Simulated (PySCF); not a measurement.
**Dipole response of Ce⁵⁷⁺ (cerium, charge +57)**

1s1, 2S determinant. All numbers are calculated (PySCF 2.14, the spin-free X2C one-electron Hamiltonian (Gaussian nucleus), in an even-tempered Gaussian basis (17 s from 130 bohr⁻², ratio 2.2; 7 p from 200 bohr⁻², ratio 2.4; 4 d from 600 bohr⁻², ratio 2.4; 3 f from 900 bohr⁻², ratio 2.4; 3 g from 1300 bohr⁻², ratio 2.4)). Coupled (time-dependent) response in atomic units; α is the mean over directions.

```
method  mean α (bohr³)  C₆ (like pair)      S(−4)
   UHF       3.256e-07       1.201e-10  1.533e-13
```

S(−4) is the Cauchy moment in α(ω) = α(0) + S(−4) ω² + …

α(iu) at UHF:

```tsv
u (hartree)	α(iu) (bohr³)
0	3.256e-07
200	3.196e-07
400	3.029e-07
800	2.515e-07
1200	1.975e-07
1600	1.529e-07
2000	1.193e-07
3000	6.865e-08
4000	4.352e-08
6000	2.149e-08
10000	8.276e-09
```

A single London oscillator, α(iu) = α/(1 + u²/ω²), gives C₆ = (3/4) ω α². Matching the computed C₆ needs ω = 4 × 1.201e-10 / (3 × 3.256e-07²) = 1510 hartree.

For a non-relativistic one-electron ion the exact value is 9/(2Z⁴) = 3.976e-07 bohr³; Hartree-Fock is exact here up to the basis and relativity.

For an ion, C₆ is the dispersion term alone; charge-induced terms of lower order in 1/R come first.
